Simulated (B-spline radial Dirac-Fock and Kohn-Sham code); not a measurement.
In the model described below, an L1 (2s) vacancy in vanadium as V²⁺, [Ar] 3d3, lives for 0.17 fs, which corresponds to a natural width of 3.97 eV. Out of 1000 such holes, about 0.39 decay by emitting a photon, 943 by a Coster-Kronig transition that moves the hole within the L shell, and the rest by ordinary Auger emission. The strongest X-ray line is Lβ3 (L1-M3) at 590.6 eV, with 62 % of the radiative rate. The strongest electron group is L1-L3M3 near 24 eV, with 25 % of the non-radiative rate. The Coster-Kronig yields by final subshell (the deeper hole where both stay in the shell) are L2 0.323, L3 0.620. Independent-particle models tend to overestimate Coster-Kronig rates.

Input file task.json (cfg lists n, l and occupation; rrms is the nuclear radius in fm):

```json
{"items": [{
  "Z": 23,
  "q": 2,
  "cfg": [[1, 0, 2], [2, 0, 2], [2, 1, 6], [3, 0, 2], [3, 1, 6], [3, 2, 3]],
  "A": 51,
  "rrms": 3.6002,
  "do": ["binding", "quiet", "decay"],
  "holes": ["K", "L1", "L2", "L3", "M1", "M2", "M3"]
}]}
```

Run with: `python xray_run.py task.json out`

These are calculated numbers from a radial atomic solver; the model is a relativistic independent-particle model: LDA orbitals of the hole state, radiative multipoles to third order, Auger rates from the Coulomb interaction with a continuum orbital, Dirac-Fock energies.
